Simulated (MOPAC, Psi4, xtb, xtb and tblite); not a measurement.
Conformational energy of SMILES CO[SiH2]C#N, singlet. Scanned: dihedral C1–O2–Si3–C4; all other coordinates were relaxed at B3LYP-D3(BJ)/def2-SVP. Points at φ and −φ are mirror images. Heavy atoms are numbered in the order of the SMILES CO[SiH2]C#N, hydrogens after them in the order of the atoms that carry them; the mirror image has the same energies with the sign of each dihedral reversed.

- PM3, restricted, heats of formation // B3LYP-D3(BJ)/def2-SVP (MOPAC)
- GFN2-xTB, on its own relaxed geometries (the stored frames are those of B3LYP-D3(BJ)/def2-SVP) (xtb and tblite)
- GFN1-xTB // B3LYP-D3(BJ)/def2-SVP (xtb)
- MP2/cc-pVTZ = DF-MP2 (frozen core)/cc-pVTZ // B3LYP-D3(BJ)/def2-SVP run with Psi4

Energies relative to the lowest point of each profile, in kcal/mol; the last columns give the difference from MP2:

```csv
φ / °,PM3,GFN2-xTB,GFN1-xTB,MP2/cc-pVTZ,PM3 − MP2/cc-pVTZ,GFN2-xTB − MP2/cc-pVTZ,GFN1-xTB − MP2/cc-pVTZ
-150,2.4,0.8,1.8,2.0,0.4,-1.2,-0.1
-120,2.4,1.4,1.3,1.9,0.5,-0.5,-0.7
-90,0.4,0.7,1.9,0.8,-0.4,-0.2,1.1
-60,0.0,0.0,2.1,0.0,0.0,0.0,2.1
-30,2.3,0.5,1.0,0.6,1.6,-0.1,0.4
0,4.3,1.1,0.0,1.4,2.9,-0.3,-1.4
30,2.3,0.5,1.0,0.6,1.6,-0.1,0.4
60,0.0,0.0,2.1,0.0,0.0,0.0,2.1
90,0.4,0.7,1.9,0.8,-0.4,-0.2,1.1
120,2.4,1.4,1.3,1.9,0.5,-0.5,-0.7
150,2.4,0.8,1.8,2.0,0.4,-1.2,-0.1
180,2.2,0.2,2.1,1.7,0.4,-1.5,0.4
```

PM3 is furthest from MP2/cc-pVTZ at 0 (2.9 kcal/mol, above); its mean absolute difference over the points is 0.8 kcal/mol.

GFN2-xTB is furthest from MP2/cc-pVTZ at 180 (-1.5 kcal/mol, below); its mean absolute difference over the points is 0.5 kcal/mol.

GFN1-xTB is furthest from MP2/cc-pVTZ at -60 (2.1 kcal/mol, above); its mean absolute difference over the points is 0.9 kcal/mol.
